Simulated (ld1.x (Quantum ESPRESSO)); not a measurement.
**What one change does to a pseudopotential (scandium (Sc), TM)**

scandium, norm-conserving Troullier–Martins (Kleinman–Bylander form), made with ld1.x (Quantum ESPRESSO) 7.5 (PBEsol, scalar-relativistic). Core [Ar], reference 3d1 4s0 4p0 (charge +2). Waves: 4s (bound, empty): rc 2.45 bohr; 3d (bound): rc 1.50 bohr; 4p (bound, empty): rc 2.90 bohr. Local part: the p channel. Core correction: Bessel-smoothed model core, default radius (core density twice the valence density).

Change: wave 4p (bound): rc 2.90 bohr becomes 4p (bound): rc 2.38 bohr.

Cutoffs: the cutoffs (Ry, on a coarse ladder) from which the occupation-weighted sum of valence levels, in a spherical-Bessel basis at the reference potential, stays within 10 and 1 mRy of its value at 400 Ry; they do not see the model core or the augmentation charge, which bear on the density cutoff. Errors are all-electron minus pseudo energies relative to the spin-unpolarised reference configuration.

Problem. How do hardness, ghosts and transferability respond?

Solution. The potential gets neither clearly harder nor softer (70 Ry and 90 Ry → 70 Ry and 90 Ry); both files keep a bound ghost (s); of the 7 tests that both files solve, the error grows in 1 and shrinks in 4 by more than 15 % and 0.3 meV (median size 243.9 → 24.4 meV).

| quantity | base | changed |
| --- | --- | --- |
| cutoff, loose | 70 Ry | 70 Ry |
| cutoff, tight | 90 Ry | 90 Ry |
| bound ghosts | s | s |
| error for 3d1 4s2 4p0, meV [ΔE -19.55 eV] | -244 | -24 |
| error for 3d1 4s1 4p0, meV [ΔE -12.65 eV] | -60 | -12 |
| error for 3d1 4s1.5 4p0, meV [ΔE -16.80 eV] | -143 | -19 |
| error for 3d0 4s2 4p1, meV [ΔE -16.07 eV] | -475 | -423 |
| error for 3d2 4s1 4p0, meV [ΔE -17.89 eV] | -515 | -241 |
| error for 3d1 4s0 4p1, meV [ΔE -9.23 eV] | +1.6 | +6.7 |
| error for 3d0 4s2 4p0, meV [ΔE -11.16 eV] | -449 | -435 |

 A true bound ghost makes a file unfit for plane-wave use even where its test errors are small: the radial tests pick states by their node count and pass the ghost by.
